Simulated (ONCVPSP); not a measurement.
vanadium (V): one change to an ONCV potential, before and after

```
Element                 : vanadium (V)
Generator               : ONCVPSP 4.0.1
Type                    : optimised norm-conserving Vanderbilt (ONCV)
Functional              : PBE
Relativity              : scalar-relativistic
Frozen core             : [Ne]
Valence charge          : 13
Reference configuration : 3s2 3p6 3d3 4s2
Partial waves           : 3s+4s: rc 1.80 bohr, ncon 4, nbas 8, qcut 8.5 1/bohr, 2 projectors; 3p: rc 1.60 bohr, ncon 4, nbas 9, qcut 6.9 1/bohr, 2 projectors, debl 2.4 Ha; 3d: rc 1.85 bohr, ncon 4, nbas 9, qcut 9.5 1/bohr, 3 projectors, debl 0.5 Ha
Local potential         : polynomial inside 1.15 bohr (lpopt 5, dvloc0 4 Ha)
Core correction         : none
```

All-electron outer shells of the reference configuration (PBE, scalar-relativistic, ld1.x):

```
shell  level (eV)  outermost node (bohr)  outermost maximum (bohr)
   2p     -503.16                      –                      0.21
   3s      -70.24                   0.38                      0.82
   3p      -44.04                   0.35                      0.84
   3d       -5.16                      –                      0.90
   4s       -4.70                   1.17                      2.76
```

Change: all radii scaled by about 1.11 (s 2.00, p 1.78, d 2.04 bohr); local potential polynomial inside 1.28 bohr (lpopt 5, dvloc0 4 Ha).

Cutoffs: the cutoffs (Ha) at which the residual kinetic energy of the hardest occupied pseudo-wave falls to 1 and 0.1 mHa per electron; they do not see the model core or the augmentation charge, which bear on the density cutoff. Errors are all-electron minus pseudo energies relative to the spin-unpolarised reference configuration.

Question: How do hardness, ghosts and transferability respond?

Answer: The potential gets softer (31 Ha and 35 Ha → 28 Ha and 33 Ha); the bound ghost in s disappears; of the 4 tests that both files solve, the error grows in 3 and shrinks in 0 by more than 15 % and 0.3 meV (median size 17.3 → 23.4 meV). A larger radius leaves more room for a smooth pseudo-wave, so fewer plane waves are needed. More of the atom is replaced by a form fitted at one configuration, so other configurations suffer.

| quantity | base | changed |
| --- | --- | --- |
| cutoff, loose | 31 Ha | 28 Ha |
| cutoff, tight | 35 Ha | 33 Ha |
| loose cutoff by channel | s 17 Ha, p 20 Ha, d 31 Ha | s 10 Ha, p 19 Ha, d 28 Ha |
| bound ghosts | s | none |
| GHOST(+) flags under 300 eV | none | none |
| error for 3s2 3p6 3d3 4s1, meV [ΔE 7.74 eV] | -0.1 | +0.1 |
| error for 3s2 3p6 3d3 4s0, meV [ΔE 22.03 eV] | 0.0 | +0.4 |
| error for 3s2 3p6 3d2 4s0, meV [ΔE 50.93 eV] | +37 | +57 |
| error for 3s2 3p6 3d4 4s0, meV [ΔE 7.20 eV] | +35 | +46 |

 A true bound ghost makes a file unfit for plane-wave use even where its test errors are small: the radial tests pick states by their node count and pass the ghost by.
